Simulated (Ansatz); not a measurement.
System: diiodo(dimethyl)germane, C₂H₆GeI₂ (charge 0, singlet). 
Coordinates optimised at B3LYP-D3(BJ)/def2-TZVP (Ansatz, a program for electronic structure):
SMILES: [CH3][Ge]([CH3])([I])[I]
```xyz
11

C      1.8667    -1.6817    -0.3506
Ge     0.1036    -0.8572    -0.1583
C     -1.4120    -2.0793    -0.3438
I     -0.1204     0.9596    -1.9316
I     -0.0220     0.2180     2.1490
H      2.6379    -0.9243    -0.2316
H      1.9872    -2.4485     0.4143
H      1.9449    -2.1295    -1.3411
H     -2.3414    -1.5281    -0.2212
H     -1.3850    -2.5333    -1.3342
H     -1.3427    -2.8523     0.4212
```

Computed values are from Ansatz. Cores are frozen in the correlated levels unless marked. Open shells are spin-unrestricted. Spin-orbit coupling is left out. The frozen core is the preceding noble-gas configuration, with the filled d and f shells of earlier blocks. In def2 rows, elements after Kr have scalar-relativistic effective core potentials. Basis-set limits of correlation are two-point, X^-3; Hartree-Fock from the larger set. The bracket is a focal-point correction in the basis named.

Q: What is the vertical electron affinity (to the doublet; negative means unbound) at RI-MP2/CBS(def2-TZVPPD,def2-QZVPPD)+[CCSD(T)-MP2]/def2-TZVPPD?

A: 0.00 eV.

Q: What is the total energy at CCSD(T)/CBS(def2-TZVPPD,def2-QZVPPD)?

A: -2749.0635 Eh.

Q: What is the atomisation energy De at CCSD(T)/CBS(def2-TZVPPD,def2-QZVPPD)?

A: 876.4 kcal/mol.

Q: What is the dipole moment at CCSD(T)/def2-SVPD?

A: 2.51 D.

Q: What is the T1 diagnostic at CCSD/def2-QZVPPD?

A: 0.010.
